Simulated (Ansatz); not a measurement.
Ca4O4⁻, relaxed as a doublet with UKS PBE-D4/def2-SVPD in Ansatz, starting from the PBE-D4/def2-SVP geometry of the neutral singlet. Force threshold 0.02 eV/Å.

The highest occupied level of the relaxed charge -1 doublet lies above zero (up to 0.73 eV). Energy differences put its binding near zero (0.08 eV; each at its own geometry, against the charge 0 singlet, at PBE0-D4/def2-TZVPD), which leaves it undecided. The structure comes from a short search, and lower isomers may exist.

Start:

```xyz
8

Ca    0.490   -1.913    1.907
Ca   -2.155   -1.454   -0.907
Ca   -0.516    1.934   -1.878
Ca    2.184    1.430    0.874
O     1.117    2.261   -0.673
O    -1.118   -2.260    0.674
O    -1.795    0.325   -1.869
O     1.793   -0.324    1.871
```

(1) Estimate the energy that the relaxation releases and the steps that it takes.

(2) Does the start keep its bonding and symmetry?

(3) Predict the relaxed structure.

Results:

(1) 4.3 kJ/mol, in 14 steps; 72 s on 4 threads of Intel Xeon Platinum 8259CL on a shared host. The force fell under the threshold at step 4, but the optimiser went on and released 0.011 eV more. No frequencies were taken in this run, so the end may be a saddle point.

(2) By distances, no bond broke or formed. The bond that changes most is Ca1–O6, from 2.06 to 2.08 Å (atoms count from 1). Point group D4h at the start, C2v at the end, both within 0.05 Å.

(3) 
```csv
atom,x (Å),y (Å),z (Å)
Ca1,0.4223,-1.7076,1.7368
Ca2,-2.3079,-1.5788,-0.9916
Ca3,-0.4825,1.7572,-1.6704
Ca4,2.3665,1.5305,0.9270
O5,1.2229,2.3126,-0.6181
O6,-1.2222,-2.3133,0.6174
O7,-1.8889,0.2420,-1.8951
O8,1.8897,-0.2427,1.8941
```
Bond lengths (bridged metal pairs left out): 8 × Ca–O 2.08 Å.
